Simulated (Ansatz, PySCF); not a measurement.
C2H3F3Si, SMILES C=C[Si](F)(F)F. Atoms are numbered in the order given.

```xyz
9

C     -2.3900     0.3046    -0.3756
C     -1.1571     0.6453    -0.7853
Si     0.3408    -0.0259     0.0320
F      1.2785    -0.8557    -0.9793
F      1.2722     1.1263     0.6609
F     -0.0792    -1.0171     1.2293
H     -2.5486    -0.3851     0.4596
H     -3.2901     0.7003    -0.8576
H     -1.0459     1.3400    -1.6268
```
Charge 0, spin multiplicity 1.

The structure is a stationary point at TPSSh-D3(BJ)/def2-SVP. One conformer was computed; it need not be the lowest.

Two levels are set side by side: PBE-D3(BJ)/def2-SVP (Ansatz, a first-principles code) and TPSSh-D3(BJ)/def2-SVP (PySCF). Each level has its own optimised geometry; the coordinates shown are those of the second. Frequencies come from the Hessian of PySCF at each geometry. Differences are taken from unrounded values.

```csv
quantity,TPSSh-D3(BJ),PBE-D3(BJ),PBE-D3(BJ) minus TPSSh-D3(BJ)
mean bond length (Å),1.412,1.420,0.008
bond C1–C2 (Å),1.343,1.349,0.006
bond C2–Si3 (Å),1.834,1.840,0.006
bond Si3–F4 (Å),1.610,1.620,0.010
bond Si3–F5 (Å),1.610,1.620,0.010
bond Si3–F6 (Å),1.610,1.621,0.011
bond C1–H7 (Å),1.095,1.103,0.008
bond C1–H8 (Å),1.095,1.103,0.008
bond C2–H9 (Å),1.097,1.105,0.008
highest harmonic wavenumber (cm⁻¹),3229,3161,-68
mean harmonic wavenumber (cm⁻¹),1086,1056,-30
zero-point energy (kcal/mol),32.61,31.71,-0.89
```

Exact exchange shortens and stiffens bonds; PBE has none. Differences between two approximate levels are no errors against the true value.
